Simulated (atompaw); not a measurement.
## u(r) = r·R(r): atom against pseudo-atom (lutetium)

Columns: radius, all-electron u(r) and pseudo u(r) of the 5p shell (level -38.38 eV) of lutetium in the configuration [Kr] 4d10 5s2 4f14 5p6 5d1 6s1 6p0; PBE, scalar-relativistic, PAW (atompaw) scheme, atompaw 4.2.0.5.

| r (bohr) | all-electron | pseudo |
| --- | --- | --- |
| 0.113 | 0.2119 | 0.0145 |
| 0.227 | 0.0847 | 0.0575 |
| 0.340 | -0.4187 | 0.1247 |
| 0.454 | -0.4438 | 0.2122 |
| 0.567 | -0.1421 | 0.3117 |
| 0.681 | 0.2361 | 0.4175 |
| 0.794 | 0.5547 | 0.5200 |
| 0.908 | 0.7802 | 0.6138 |
| 1.021 | 0.9116 | 0.6911 |
| 1.135 | 0.9691 | 0.7485 |
| 1.248 | 0.9716 | 0.7823 |
| 1.362 | 0.9366 | 0.7925 |
| 1.475 | 0.8788 | 0.7799 |
| 1.588 | 0.8082 | 0.7477 |
| 1.702 | 0.7314 | 0.6994 |
| 1.815 | 0.6548 | 0.6406 |
| 1.929 | 0.5802 | 0.5756 |
| 2.042 | 0.5108 | 0.5101 |
| 2.156 | 0.4466 | 0.4467 |
| 2.269 | 0.3889 | 0.3889 |
| 2.383 | 0.3369 | 0.3369 |
| 2.496 | 0.2912 | 0.2912 |
| 2.610 | 0.2507 | 0.2507 |
| 2.723 | 0.2155 | 0.2155 |
| 2.837 | 0.1846 | 0.1846 |
| 2.950 | 0.1581 | 0.1581 |

Task: How many radial nodes do the two functions have?

Result: The all-electron 5p function has n − l − 1 = 3 (the table is too coarse to show those close to the nucleus); the pseudo-wave has 0, since the states of the same l below it are removed with the core.

Task: At about which radius was the pseudo-wave matched?

Result: 2.35 bohr. The columns agree to 0.0005 from 2.16 bohr on; several derivatives are matched, so the curves merge somewhat inside the radius.

Task: Is the pseudo-wave norm-conserving?

Result: No, it belongs to a PAW set: the norm inside the radius is not constrained, and the difference is carried by the augmentation charge.
